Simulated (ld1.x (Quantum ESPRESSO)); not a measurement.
**Pseudopotential generation for Hf (Z = 72): PAW, LDA (PZ), non-relativistic.**

```
Element                 : hafnium
Generator               : ld1.x (Quantum ESPRESSO) 7.5
Type                    : PAW
Functional              : LDA (PZ)
Relativity              : non-relativistic
Frozen core             : [Xe] 4f14
Valence charge          : 4
Reference configuration : 5d2 6s0 6p0 (charge +2)
Partial waves           : 6s (bound, empty): rcut 2.50, rcutus 2.85 bohr; 6s channel at 2.3 Ry: rcut 2.50, rcutus 2.85 bohr; 6p (bound, empty): rcut 3.05, rcutus 3.50 bohr; 6p channel at 0.25 Ry: rcut 3.05, rcutus 3.50 bohr; 5d (bound): rcut 2.60, rcutus 2.85 bohr; 5d channel at -0.3 Ry: rcut 2.60, rcutus 2.85 bohr
Local potential         : all-electron potential smoothed inside 2.75 bohr (lloc = -1)
Core correction         : a·sin(br)/r model core, default radius (ld1.x builds one for every PAW set, though the input has nlcc=.false.)
Augmentation charge     : PSQ, inside the norm-conserving radii
```

All-electron outer shells of the reference configuration (LDA (PZ), non-relativistic, ld1.x):

```csv
shell,level (eV),outermost node (bohr),outermost maximum (bohr)
4f,-38.21,–,0.45
5d,-17.56,0.67,1.63
6s,-16.09,1.48,2.89
6p,-11.70,1.68,3.40
```

Task: Estimate the cutoffs (Ry, on a coarse ladder) from which the occupation-weighted sum of valence levels, in a spherical-Bessel basis at the reference potential, stays within 10 and 1 mRy of its value at 400 Ry.

Result: 10 Ry and 15 Ry.

Task: Does the potential have ghost states?

Result: No extra level below or beside the all-electron valence levels (s, p, d, f tested). The logarithmic derivative shows an extra or strongly shifted pseudo pole above the reference energy (s near 0.04 Ry).

Task: Is the overlap operator S = 1 + Σ q|β⟩⟨β| positive definite (Bessel basis up to 400 Ry)?

Result: Yes: its lowest eigenvalue is 0.26 (d channel).

Test run stopped at test 1 of 9 (negative rho).
